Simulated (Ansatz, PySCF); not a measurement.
The pair A = H2O (SMILES O) (first 3 atoms), B = SiH4 (SMILES [SiH4]); geometry from B3LYP-D3(BJ)/def2-TZVP.
(charge 0, multiplicity 1):
```csv
atom,x (Å),y (Å),z (Å)
O,0.4646,0.3123,0.3475
H,0.0730,-0.4695,-0.0562
H,-0.1175,1.0418,0.1095
Si,-0.2013,-0.1066,3.3799
H,-0.5898,-1.3214,2.6293
H,-0.5635,-0.3114,4.8052
H,-0.9563,1.0638,2.8793
H,1.2532,0.1270,3.2860
```

Cores are frozen in the correlated methods. CBS(a, b) extrapolates the correlation energy as X⁻³ and adds the Hartree–Fock energy of set b.

Codes used: Ansatz (Gaussian orbitals); PySCF for the dispersion terms. Values without a source in brackets are computed.

The monomers are drawn apart, rigid, along the line of their centres of mass. Counterpoise-corrected interaction energies (kcal/mol):

| level | R = 4.412 Å | R = 5.665 Å |
|---|---|---|
| PBE/def2-TZVPPD | -0.4364 | -0.0981 |
| PBE-D3(BJ)/def2-TZVPPD | -0.6527 | -0.1516 |
| wB97M-V/def2-TZVPPD | -0.5626 | -0.1472 |
| CCSD(T)/CBS(aug-cc-pV(D+d)Z, aug-cc-pV(T+d)Z) | -0.5606 | -0.1383 |

Question: R is the distance of the centres of mass. Find the local exponent m of E ∝ R⁻ᵐ between the two points.

Answer: 
m = ln(E₁/E₂)/ln(R₂/R₁): PBE/def2-TZVPPD 6.0; PBE-D3(BJ)/def2-TZVPPD 5.8; wB97M-V/def2-TZVPPD 5.4; CCSD(T)/CBS(aug-cc-pV(D+d)Z, aug-cc-pV(T+d)Z) 5.6. For scale, two fixed dipoles give m = 3, dipole and quadrupole 4, quadrupoles 5, and dispersion or dipole-induced dipole 6 at long range; at these distances several terms mix, and what is left of overlap and damping shifts m, so it need not match one of them.

Ansatz is a quantum-chemistry and plane-wave program.
